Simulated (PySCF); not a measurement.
## State search for PdC

Unrestricted PBE0; PySCF, scalar-relativistic core potentials, basis sets Pd def2-TZVPP with ECP28, C def2-TZVPP. Outer shells of the fragments: Pd 4d10; C 2s2 2p2.

Followed along the bond (rough minima from three points):

| 2Ms+1 | unpaired | ⟨S²⟩ at the start | R at minimum (Å) | Te (eV) |
| --- | --- | --- | --- | --- |
| 3 | σ ↑, π ↑ | 2.03 | 1.75 | 0.00 |
| 1 | none | 0.00 | 1.70 | 0.06 |
| 1 | σ ↓, π ↑ | 1.02 | 1.75 | 0.20 |
| 3 | π ↑↑ | 2.13 | 1.80 | 0.75 |
| 1 | π ↑↓ | 1.01 | 1.78 | 1.08 |
| 5 | σ ↑, π ↑↑, δ ↑ | 6.02 | 1.96 | 2.00 |

Solutions found at the starting distance of 1.895 Å, counted from the lowest of them; the search is not exhaustive and high or unbound solutions are not listed, so other states can lie among these:

```
2Ms+1        unpaired   term  E (eV)  ⟨S²⟩  ⟨Lz²⟩  μ (D)
    3        σ ↑, π ↑     ³Π    0.00  2.03   1.02  -2.63
    1        σ ↓, π ↑  mixed    0.20  1.02   1.02  -2.70
    1            none    ¹Σ⁺    0.28  0.00   0.00  -2.08
    3            π ↑↑    ³Σ⁻    0.60  2.13   0.00  -3.79
    1            π ↑↓  mixed    0.98  1.01   2.02  -3.82
    5  σ ↑, π ↑↑, δ ↑     ⁵Δ    1.81  6.02   4.01  -3.68
    5      σ ↑↑, π ↑↑    ⁵Σ⁻    1.88  6.01   0.00  -3.17
    3        π ↑, δ ↑  mixed    1.99  2.01   5.00  -2.57
    1            none  mixed    2.00  0.00   2.02  -3.84
    1        π ↑, δ ↓  mixed    2.02  1.03   5.01  -2.54
    3  σ ↑, π ↑↑, δ ↓  mixed    2.05  3.03   4.01  -3.61
    3            σ ↑↑    ³Σ⁺    2.29  2.00   0.00   2.45
```

A term symbol is given only where ⟨S²⟩ and ⟨Lz²⟩ are close to those of a pure state; real π, δ and φ orbitals otherwise mix terms. A positive dipole means Pd(−)C(+).

**Question.** Compare the gap between the two lowest followed solutions at the starting distance with the gap between their minima.

**Answer.** At PBE0 the second solution (singlet, closed shell) lies +0.28 eV from the first (triplet, unpaired electrons σ ↑, π ↑) at 1.895 Å and +0.06 eV at the minima; the two curves relax by different amounts, since their minima lie near 1.70 and 1.75 Å.

Spin–orbit coupling is left out. The state is the lowest single determinant that the PBE0 search found; with open d or f shells the true ground state can be another one.
